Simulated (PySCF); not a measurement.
**From computed data to an observable: chemical shift, span and skew from a shielding tensor**

Si(H)(Me)(SH)2 (CH₆S₂Si), SMILES [SiH](C)(S)S. Atoms are numbered in the order given.

```xyz
10

Si    -0.2601    -0.2013     0.4945
C     -1.9700    -0.7186    -0.0689
S      1.3282    -1.2416    -0.5476
S     -0.0794     1.8903     0.0080
H     -0.0885    -0.4568     1.9533
H     -2.0881    -0.5421    -1.1491
H     -2.7478    -0.1535     0.4699
H     -2.1241    -1.7923     0.1234
H      1.3289    -2.3039     0.2932
H      1.2005     1.9984     0.4342
```

Coordinates come from a B3LYP-D3(BJ)/def2-SVP optimisation. One conformer was computed; it need not be the lowest.

GIAO shieldings from PySCF with PBE/pcSseg-1, non-relativistic, no solvent. The symmetric part of the tensor of C2 has the principal values 165.5, 171.3, 186.2 ppm. The same nucleus in TMS has σ = 182.0 ppm at this level (PySCF, at its B3LYP-D3(BJ)/def2-TZVP geometry).

Task: Work out the isotropic shielding, the ¹³C shift against TMS, the span and the skew.

Result: 
σ(iso) = (σ11 + σ22 + σ33)/3 = 174.3 ppm. δ = σ(ref) − σ(iso) = 182.0 − (174.3) = 7.7 ppm.
Span Ω = σ33 − σ11 = 20.7 ppm. Skew κ = 3(σ(iso) − σ22)/Ω = 0.44. Tumbling in solution averages the tensor to δ; in a static solid the shielding alone would spread this spin-1/2 line over Ω.
